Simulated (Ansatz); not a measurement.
`C[Se][AlH][F]` + `[CH3][Ge]([F])([F])[Cl]` → `[F][AlH][F]` + `C[Se][Ge]([CH3])([F])[Cl]`  (redistribution)

Gas-phase electronic energies from Ansatz, PBE0-D4/def2-TZVP geometries. CBS: MP2 limit from def2 TZ/QZ plus the TZ coupled-cluster correction, frozen cores. This one scheme is used for every species. DFT in def2-TZVPP. B3LYP here is the variant with VWN-RPA as its local correlation; programs differ in this. For Ge, Se outer-core shells are correlated without core-valence functions, which leaves a few kJ/mol of doubt a bond. Scalar relativity is left out up to krypton. Each species was taken in one conformer, which may not be the lowest.

```tsv
species	B3LYP energy (Eh)
`C[Se][AlH][F]`	-2784.58399
`[CH3][Ge]([F])([F])[Cl]`	-2777.12610
`[F][AlH][F]`	-442.98985
`C[Se][Ge]([CH3])([F])[Cl]`	-5118.74312
```

Task: Work out ΔE.

Result: ΔE = (-442.98985) + (-5118.74312) − (-2784.58399) − (-2777.12610) = -0.02288 Eh = -60.1 kJ/mol. CCSD(T)/CBS gives -66.4 kJ/mol.

Largest T1 diagnostic among the species: 0.013.

In def2-TZVPP, CCSD(T) changes the Hartree–Fock value by −13.8 kJ/mol (the triples alone add −1.0 kJ/mol) and MP2 by −20.6 kJ/mol. The D4 term adds −8.5 kJ/mol with B3LYP and −5.0 kJ/mol with PBE0; it sums over pairs of atoms, weighted by their polarisabilities, and B3LYP, whose exchange is more repulsive, gets the larger term.
